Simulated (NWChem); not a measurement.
System: FeBrF, quintet; SMILES [F][Fe][Br]

Results from NWChem. Spin-unrestricted. The geometry was optimised at PBE-D3(BJ)/def2-SVP, spin-unrestricted. This spin state was assumed; another may lie lower. No stability test was run on the SCF state.

Order these by “dipole (D)”, lowest first: UHF/def2-SVP; MPW1K/def2-SVP; LRC-wPBEh/def2-SVP; CAM-B3LYP/def2-SVP.

UHF/def2-SVP (0.22), MPW1K/def2-SVP (0.32), CAM-B3LYP/def2-SVP (0.41), LRC-wPBEh/def2-SVP (0.48)
